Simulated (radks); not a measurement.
Spin polarisation of the 5d5 shell in the rhenium ion Re+. Start: [Xe] 4f14 5d(up 2.5, down 2.5) 6s(up 0.5, down 0.5); electrons of 5d are moved from spin down to spin up, other shells keep equal spins. All-electron calculation, non-relativistic Kohn-Sham, r2SCAN, spin-polarised, spherical densities, point nucleus; meta-GGA in the generalised Kohn-Sham scheme. Program: a radial shooting solver on a logarithmic mesh with Libxc functionals.

[
 {"moment (Bohr magnetons)": "0", "E - E(0) (eV)": "0.000", "e(5d up) (eV)": "-14.103", "e(5d down) (eV)": "-14.103", "6s down minus up (eV)": "0.000", "5p down minus up (eV)": "0.000"},
 {"moment (Bohr magnetons)": "1", "E - E(0) (eV)": "-0.203", "e(5d up) (eV)": "-14.489", "e(5d down) (eV)": "-13.675", "6s down minus up (eV)": "0.330", "5p down minus up (eV)": "0.734"},
 {"moment (Bohr magnetons)": "2", "E - E(0) (eV)": "-0.817", "e(5d up) (eV)": "-14.837", "e(5d down) (eV)": "-13.193", "6s down minus up (eV)": "0.675", "5p down minus up (eV)": "1.472"},
 {"moment (Bohr magnetons)": "3", "E - E(0) (eV)": "-1.853", "e(5d up) (eV)": "-15.150", "e(5d down) (eV)": "-12.645", "6s down minus up (eV)": "1.021", "5p down minus up (eV)": "2.217"},
 {"moment (Bohr magnetons)": "4", "E - E(0) (eV)": "-3.331", "e(5d up) (eV)": "-15.426", "e(5d down) (eV)": "-12.007", "6s down minus up (eV)": "1.361", "5p down minus up (eV)": "2.973"},
 {"moment (Bohr magnetons)": "5", "E - E(0) (eV)": "-5.285", "e(5d up) (eV)": "-15.669", "e(5d down) (eV)": "-11.258", "6s down minus up (eV)": "1.767", "5p down minus up (eV)": "3.749"}
]

At moment 5 the spin-polarisation energy is -5.285 eV and the 5d exchange splitting 4.412 eV, that is 0.882 eV per Bohr magneton; E = -I m^2/4 would give I = 0.846 eV.
